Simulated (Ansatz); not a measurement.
`[Cl][GeH2][SeH]` + H₂O → `[OH][GeH2][SeH]` + HCl  (formal hydrolysis of a Ge–Cl bond)

Computed with Ansatz on PBE0-D4/def2-TZVP structures; ΔE is electronic, products minus reactants. CBS: MP2 limit from def2 TZ/QZ plus the TZ coupled-cluster correction, frozen cores. This one scheme is used for every species. Functionals use def2-TZVPP. B3LYP here is the variant with VWN-RPA as its local correlation; programs differ in this. HSE06 is defined as in plane-wave codes. For Ge, Se outer-core shells are correlated without core-valence functions, which leaves a few kJ/mol of doubt a bond. Scalar relativity is left out up to krypton. One conformer a species, not always the lowest.

Is it downhill or uphill in electronic energy at CCSD(T)/CBS, and by how much? (Best estimate.)

Ansatz gave: Uphill: ΔE = +39.3 kJ/mol.

What do these levels give: PBE-D4, B97M-V, B3LYP-D4, r2SCAN0-D4, HSE06-D4, PBE-QIDH, PBE, r2SCAN0, BHLYP, RPA@PBE/def2-TZVPP, CCSD(T)/def2-SVP, MP2/def2-QZVPP? (An estimate is asked.)

Computed: PBE-D4 38.8, B97M-V 36.4, B3LYP-D4 38.5, r2SCAN0-D4 40.3, HSE06-D4 42.7, PBE-QIDH 40.1, PBE 37.3, r2SCAN0 40.0, BHLYP 38.2, RPA@PBE/def2-TZVPP 31.1, CCSD(T)/def2-SVP 26.3, MP2/def2-QZVPP 39.8 kJ/mol.

Largest T1 diagnostic among the species: 0.011.

From BLYP to BHLYP (50 % exact exchange), in def2-TZVPP and without D4, ΔE moves by +5.6 kJ/mol. Leaving LDA and LC-ωPBE aside and taking each functional with its dispersion term where it has one, the values, not all of them listed here, spread over 8.4 kJ/mol, from CAM-B3LYP-D4 to HSE06-D4. LDA lies −4.2 kJ/mol from PBE without D4. At CCSD(T), def2-SVP lies −13.1 kJ/mol from the extrapolated value and def2-TZVPP −5.5 kJ/mol.
